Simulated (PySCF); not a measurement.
Computed properties of C4H3BrClF, SMILES C=C(F)/C(Br)=C/Cl

C4H3BrClF, SMILES C(=C\Cl)(/C(F)=C)Br. Geometry optimised at B3LYP-D3(BJ)/def2-SVP. The structure was generated by enumeration; whether it is a known compound was not checked. The values are those of a single conformer. All values are computed for the isolated molecule unless a solvent is named; none is compared with measurement here.

**Structure.** The optimised structure has Cs symmetry. All 24 harmonic modes at B3LYP-D3(BJ)/def2-SVP (PySCF) are real, so it is a minimum. With heavy atoms numbered as in [CH2:1]=[C:2]([F:3])/[C:4]([Br:5])=[CH:6]/[Cl:7], the shortest bond between them is C1–C2 at 1.336 Å and the longest C4–Br5 at 1.894 Å.

**Vibrations.** The strongest infrared lines (harmonic, unscaled, degenerate partners summed) lie at 1721 cm⁻¹ (74 km/mol, C 92 %), 884 cm⁻¹ (61 km/mol, C 74 %, Cl 16 %, H 9 %), 999 cm⁻¹ (45 km/mol, C 71 %, H 23 %). The softest mode is at 69 cm⁻¹ and the zero-point energy is 36.9 kcal/mol.

**Electronic structure.** CAM-B3LYP/def2-TZVP (PySCF) places the frontier levels at -8.36 and -0.59 eV, a gap of 7.77 eV, and gives a dipole moment of 0.84 D and a mean polarisability of 83.4 bohr³. PBE/def2-TZVP (PySCF) at the same geometry gives -6.06 and -2.49 eV, so its gap is 4.20 eV narrower. An orbital gap is neither the optical nor the fundamental gap.

**Excitations.** TDDFT-CAM-B3LYP/def2-SVPD (PySCF) has S1 at 5.24 eV (237 nm, f = 0.000, dark); the most intense of the 10 singlets computed lies at 5.40 eV (f = 0.59). T1 (TDA) is at 3.03 eV. TDDFT-PBE/def2-SVPD (PySCF) puts S1 at 4.46 eV. No vertical singlet excitation falls in the visible range (under 3.1 eV).

**NMR.** GIAO shifts at HF/pcSseg-1 (PySCF) (non-relativistic, atoms alike by connectivity averaged): ¹³C from 107.4 to 166.4 ppm against TMS; ¹H from 5.9 to 7.4 ppm against TMS; ¹⁹F at -102.5 ppm against CFCl3. Without spin–orbit terms, shifts of atoms bonded to Cl or Br come out too high.
